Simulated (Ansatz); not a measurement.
`CBS` + CH₃NH₂ → `CNBS` + CH₄ at 500 K and 1 bar (ligand exchange at a B–C bond).

Gas-phase electronic energies from Ansatz, PBE0-D4/def2-TZVP geometries. CCSD(T)/CBS adds triple-zeta CCSD(T) − MP2 to the extrapolated MP2 energy (def2 sets, frozen cores). This one scheme is used for every species. One conformer a species, not always the lowest.

| species | CCSD(T)/CBS energy (Eh) | H − E (kJ/mol) | S (J/(mol·K)) |
| --- | --- | --- | --- |
| `CBS` | -463.66090 | 187.2 | 329.8 |
| CH₃NH₂ | -95.75281 | 191.8 | 270.3 |
| `CNBS` | -518.99817 | 244.6 | 365.8 |
| CH₄ | -40.46206 | 135.6 | 206.8 |

H − E and S are ideal-gas, rigid-rotor, harmonic terms from PBE0-D4/def2-TZVP, for one conformer and one mirror image of each species. 1 Eh = 2625.50 kJ/mol, R = 8.31446 J/(mol·K).

Task: By hand: ΔE, ΔH, ΔS and ΔG.

Result: ΔE = (-518.99817) + (-40.46206) − (-463.66090) − (-95.75281) = -0.04652 Eh = -122.1 kJ/mol. Δ(H − E) = 244.6 + 135.6 − 187.2 − 191.8 = 1.2, so ΔH = -120.9 kJ/mol. ΔS = 365.8 + 206.8 − 329.8 − 270.3 = -27.5 J/(mol·K). ΔG = -120.9 − 500 × (-27.5)/1000 = -107.2 kJ/mol.

Task: By hand: the equilibrium constant, and the temperature at which ΔG would vanish if ΔH and ΔS stayed fixed.

Result: log₁₀ K = −ΔG/(RT ln 10) = 11.2. ΔG = 0 at ΔH/ΔS = 4396 K, far beyond where these terms or the molecules hold.

ΔH outweighs TΔS. A doubt of 5 kJ/mol in ΔE shifts log₁₀ K by 0.5 here. Other conformers and mirror images would add mixing entropy, several J/(mol·K) or more a flexible species. These are equilibria of isolated gas molecules and say nothing of rates. Largest T1 diagnostic: 0.013 (customary marks: 0.02 for closed shells, 0.045 for open ones).
